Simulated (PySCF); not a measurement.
Compound: C3H7ClO2S.
InChI=1S/C3H7ClO2S/c1-2-3-7(4,5)6/h2-3H2,1H3

Torsions of this conformer, `[CH3:1][CH2:2][CH2:3][S:4](=[O:5])(=[O:6])[Cl:7]`: C1–C2–C3–S4 72°, C2–C3–S4–O5 175°.

The closed-shell ground state was solved at several levels (PySCF, density fitting, gas phase, non-relativistic). Isolated species at its PBE0-D3(BJ)/def2-SVP geometry (one conformer only).

```json
{"level": "mPW1PW91/pcSseg-1", "basis functions": "168", "total energy (Eh)": "-1127.2268", "HOMO (eV)": "-9.14", "LUMO (eV)": "-1.93", "gap (eV)": "7.21", "dipole (D)": "4.31"}
{"level": "PBE0/STO-3G", "basis functions": "50", "total energy (Eh)": "-1113.6470", "HOMO (eV)": "-5.07", "LUMO (eV)": "1.23", "gap (eV)": "6.30", "dipole (D)": "4.03"}
{"level": "PBE0/pcSseg-1", "basis functions": "168", "total energy (Eh)": "-1126.6636", "HOMO (eV)": "-9.10", "LUMO (eV)": "-1.88", "gap (eV)": "7.22", "dipole (D)": "4.29"}
{"level": "PBE0/6-31G", "basis functions": "85", "total energy (Eh)": "-1126.3797", "HOMO (eV)": "-9.13", "LUMO (eV)": "-2.65", "gap (eV)": "6.48", "dipole (D)": "5.21"}
{"level": "PBE0/6-311+G(2d,p)", "basis functions": "247", "total energy (Eh)": "-1126.8670", "HOMO (eV)": "-9.08", "LUMO (eV)": "-1.92", "gap (eV)": "7.16", "dipole (D)": "4.29"}
```

(1) What might PBE0/6-31G* (120 basis functions) give for the same quantities?

(2) How much does the basis alone move the frontier levels among the 5 PBE0 rows (the withheld one included)?

(3) How far do the dipole and the HOMO energy spread over the levels?

Answers

(1) Total energy -1126.6878 Eh, HOMO -8.95 eV, LUMO -1.75 eV, gap 7.20 eV, dipole 4.30 D.

(2) The HOMO by 4.06 eV and the LUMO by 3.88 eV. By rising basis size (HOMO, LUMO in eV): STO-3G -5.07, 1.23; 6-31G -9.13, -2.65; 6-31G* -8.95, -1.75; pcSseg-1 -9.10, -1.88; 6-311+G(2d,p) -9.08, -1.92.

(3) The dipole runs from 4.03 to 5.21 D (mean 4.41 D) and the HOMO from -9.14 to -5.07 eV.
